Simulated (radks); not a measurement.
Problem. All-electron atom: Sb IV in [Kr] 4d10 5s2. All-electron calculation, Dirac Kohn-Sham, relativistic LDA (MacDonald-Vosko exchange, VWN5 correlation), spin-unpolarised, spherical densities, finite nucleus; Fermi nuclear charge, rms radius 4.6802 fm. Program: a radial shooting solver on a logarithmic mesh with Libxc functionals. Some entries of the table are withheld. Estimate them.

orbital  occ.  eigenvalue (hartree)  r(max) (bohr)
1s1/2       2             -1107.517            (1)
2s1/2       2             -169.6459            (2)
2p1/2       2             -159.0130        0.07999
2p3/2       4             -149.8454        0.08460
3s1/2       2             -34.13757         0.3011
3p1/2       2             -29.75170         0.2871
3p3/2       4             -28.05911         0.2975
3d3/2       4             -20.24536         0.2424
3d5/2       6             -19.89179         0.2454
4s1/2       2              -6.52392         0.7235
4p1/2       2              -5.03275         0.7458
4p3/2       4              -4.71541         0.7705
4d3/2       4                   (3)            (4)
4d5/2       6                   (5)            (6)
5s1/2       2              -1.44529          1.810

Solution. 
(1) 1s1/2 r(max) (bohr): 0.01842
(2) 2s1/2 r(max) (bohr): 0.1042
(3) 4d3/2 eigenvalue (hartree): -2.34218
(4) 4d3/2 r(max) (bohr): 0.8406
(5) 4d5/2 eigenvalue (hartree): -2.29566
(6) 4d5/2 r(max) (bohr): 0.8500
